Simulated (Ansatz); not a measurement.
Start from `[SiH3]SC1CO1` and change one atom or group to get `[ZnH][CH2]C1CO1`.

Ansatz, PBE0-D4/def2-TZVP geometries, multiplicity 1. Each molecule was computed in one conformer, which needn't be the lowest.

Scalar relativity is left out up to krypton.

```tsv
property	`[SiH3]SC1CO1`
HOMO energy (PBE0/def2-TZVPP) / eV	-7.35
HOMO energy (ωB97M-V/def2-TZVPP) / eV	-9.55
size of the dipole moment (B3LYP/def2-TZVPP) / D	1.32
LUMO energy (ωB97M-V/def2-TZVPP) / eV	1.89
LUMO energy (PBE/def2-TZVPP) / eV	-0.76
HOMO–LUMO gap (B3LYP/def2-TZVPP) / eV	7.03
```

Task: What does the change do to each property? (An estimate is asked.)

Result: Ansatz gave: 
```tsv
property	`[ZnH][CH2]C1CO1`	shift
HOMO energy (PBE0/def2-TZVPP) / eV	-7.27	0.08
HOMO energy (ωB97M-V/def2-TZVPP) / eV	-9.46	0.09
size of the dipole moment (B3LYP/def2-TZVPP) / D	2.23	0.91
LUMO energy (ωB97M-V/def2-TZVPP) / eV	1.07	-0.82
LUMO energy (PBE/def2-TZVPP) / eV	-0.98	-0.22
HOMO–LUMO gap (B3LYP/def2-TZVPP) / eV	6.55	-0.48
```

With PBE0 the HOMO rises by 0.08 eV and the LUMO falls by 0.38 eV, so the gap narrows by about 0.46 eV. PBE moves the HOMO by 0.01 eV and ωB97M-V by 0.09 eV. Dipoles are sizes alone; their direction can turn.

B3LYP here is the variant with VWN-RPA as its local correlation; programs differ in this.
